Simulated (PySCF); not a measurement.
BiCl₂, charge +1, multiplicity 1. Atoms are numbered in the order given.

```xyz
3

Bi     0.0000     0.0000     0.4414
Cl     0.0000     1.7822    -1.0775
Cl     0.0000    -1.7822    -1.0775
```
Charge +1, spin multiplicity 1.

Coordinates come from a PBE0-D3(BJ)/def2-TZVP optimisation. The multiplicity is an assumed one; other spin states were not compared. The isomer is the one that the SMILES or the coordinates give; other isomers of the formula were not compared. The def2 effective core potentials stand for the cores of Bi; spin–orbit coupling is left out.

Method: TDA-LC-ωPBE/def2-SVPD in PySCF 2.14.0.

Vertical excitations.  State labels are in the subgroup C2v.

### Question
Estimate the UV-visible absorptions. (Estimate from the structure and the level; the computed values follow.)

### Answer

| state | symmetry | energy (eV) | λ (nm) | f | main pairs |
|---|---|---|---|---|---|
| S1 | B1 | 3.72 | 333 | 0.007 | HOMO→LUMO 99 % |
| S2 | A2 | 3.83 | 324 | 0.000 | HOMO−1→LUMO 99 % |
| S3 | B2 | 4.62 | 269 | 0.045 | HOMO−2→LUMO 89 % |
| S4 | B1 | 5.15 | 241 | 0.008 | HOMO−4→LUMO 98 % |
| S5 | A1 | 5.38 | 230 | 0.014 | HOMO−3→LUMO 86 % |
| S6 | A2 | 5.83 | 213 | 0.000 | HOMO−5→LUMO 98 % |
| S7 | B2 | 6.38 | 194 | 0.000 | HOMO−1→LUMO+1 61 %, HOMO→LUMO+2 34 % |
| S8 | A1 | 6.55 | 189 | 0.041 | HOMO→LUMO+1 47 %, HOMO−1→LUMO+2 38 %, HOMO−4→LUMO+1 9 % |
| S9 | A2 | 6.59 | 188 | 0.000 | HOMO−2→LUMO+1 89 % |
| S10 | B1 | 6.87 | 180 | 0.010 | HOMO−2→LUMO+2 72 %, HOMO−3→LUMO+1 24 % |
| T1 | B1 | 3.09 | 401 | 0 | HOMO→LUMO 91 % |
| T2 | A2 | 3.67 | 338 | 0 | HOMO−1→LUMO 99 % |
| T3 | B2 | 3.70 | 335 | 0 | HOMO−2→LUMO 98 % |
| T4 | A1 | 4.22 | 294 | 0 | HOMO−3→LUMO 98 % |
Triplets are in the Tamm–Dancoff approximation.
